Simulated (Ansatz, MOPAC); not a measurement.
Species: C2HO, charge 0, multiplicity 2. SMILES: C#C[O]

Atoms: C1, C2, O3, H4. Bonds: C1-C2, C1-H4, C2-O3.

Bond lengths (Å) and angles (degrees) optimised at PM6 with MOPAC; MNDO with MOPAC; HF/STO-3G with Ansatz (a quantum-chemistry and plane-wave program); HF/3-21G with Ansatz; PBE/6-31G* with Ansatz; B3LYP/6-31G* with Ansatz, each started from the B3LYP-D3(BJ)/def2-TZVP structure (Ansatz) of the last column. A row stands for all coordinates that are equal there. 6-31G* holds six Cartesian d functions. No wavenumbers were computed at MNDO, HF/STO-3G, PBE/6-31G*, so these may be saddle points.

| coordinate | PM6 | MNDO | HF/STO-3G | HF/3-21G | PBE/6-31G* | B3LYP/6-31G* | B3LYP-D3(BJ)/def2-TZVP |
|---|---|---|---|---|---|---|---|
| C1-C2 | 1.315 | 1.266 | 1.205 | 1.229 | 1.309 | 1.295 | 1.288 |
| C1-H4 | 1.021 | 1.046 | 1.064 | 1.050 | 1.085 | 1.075 | 1.071 |
| C2-O3 | 1.172 | 1.200 | 1.313 | 1.220 | 1.193 | 1.183 | 1.171 |
| C1-C2-O3 | 180.0 | 180.0 | 180.0 | 180.0 | 168.5 | 169.8 | 170.8 |
| C2-C1-H4 | 180.0 | 180.0 | 180.0 | 180.0 | 133.1 | 136.1 | 137.1 |

Mean signed difference of all 3 bond lengths from B3LYP-D3(BJ)/def2-TZVP: PM6 -0.007 Å, MNDO -0.006 Å, HF/STO-3G 0.017 Å, HF/3-21G -0.011 Å, PBE/6-31G* 0.019 Å, B3LYP/6-31G* 0.008 Å.
